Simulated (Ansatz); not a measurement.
CH9GeNSi (`[NH2][GeH2][CH2][SiH3]`). Charge 0, multiplicity 1. Geometry: relaxed with PBE0-D4/def2-TZVP. It is one conformer, not always the lowest.

```xyz
13

N     1.331   -0.303    1.369
Ge    1.151   -0.667   -0.430
C    -0.721   -0.345   -0.883
Si   -1.455    1.112    0.037
H     0.880   -0.968    1.982
H     2.287   -0.187    1.677
H     2.075    0.329   -1.152
H     1.558   -2.111   -0.820
H    -1.304   -1.246   -0.669
H    -0.787   -0.172   -1.961
H    -0.561    2.297   -0.053
H    -2.769    1.481   -0.563
H    -1.684    0.779    1.465
```

Q: What is the dipole moment at B3LYP/def2-TZVPP? (Estimate.)

A: The calculation gave: 1.50 D, with components (0.57, -1.38, 0.03) D in this frame, pointing from negative to positive charge.

Q: And with PBE, r2SCAN, ωB97M-V? (An estimate is asked.)

A: The calculation gave: PBE 1.49 D, r2SCAN 1.51 D, ωB97M-V 1.55 D.

Q: Give the Mulliken charges with B3LYP, ωB97M-V, PBE in def2-TZVPP. (Estimate.)

A: The calculation gave: 
| atom | B3LYP | ωB97M-V | PBE |
| --- | --- | --- | --- |
| N1 | -0.40 | -0.38 | -0.39 |
| Ge2 | 0.29 | 0.26 | 0.23 |
| C3 | -0.36 | -0.46 | -0.31 |
| Si4 | 0.29 | 0.19 | 0.21 |
| H5 | 0.12 | 0.11 | 0.14 |
| H6 | 0.12 | 0.10 | 0.14 |
| H7 | -0.02 | 0.01 | -0.02 |
| H8 | -0.04 | -0.01 | -0.04 |
| H9 | 0.11 | 0.14 | 0.11 |
| H10 | 0.11 | 0.14 | 0.11 |
| H11 | -0.07 | -0.03 | -0.05 |
| H12 | -0.08 | -0.04 | -0.07 |
| H13 | -0.08 | -0.04 | -0.06 |

B3LYP here is the variant with VWN-RPA as its local correlation; programs differ in this.

All numbers were calculated with Ansatz.
